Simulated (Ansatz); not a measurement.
Basis-set extrapolation for C₂H₇BO₂, SMILES `BCOCO` (PBE0-D4/def2-TZVP geometry, frozen core, Ansatz 0.2.0). Multiplicity 1, RHF reference.

|  | def2-TZVPP | def2-QZVPP |
| --- | --- | --- |
| HF | -254.287059 | -254.299121 |
| MP2 correlation | -0.919933 | -0.987205 |
| CCSD(T) correlation | -0.994505 | not run |

Energies in hartree. Use E(X) = E(∞) + A·exp(−7.88·√X) for Hartree–Fock and E(X) = E(∞) + B·X^(−2.97) for correlation, with X = 3 and 4, and add CCSD(T) minus MP2 of the smaller set to the MP2 limit.

What is the CCSD(T) energy at the basis-set limit?

HF limit: -254.299121 + (-0.012062) × 0.13774 = -254.30078. MP2 limit: -0.987205 + (-0.067272) × 0.74074 = -1.03704. Higher-order term: -0.994505 − (-0.919933) = -0.07457. Total: -255.41239 hartree, 82.1 kcal/mol below CCSD(T)/def2-TZVPP.
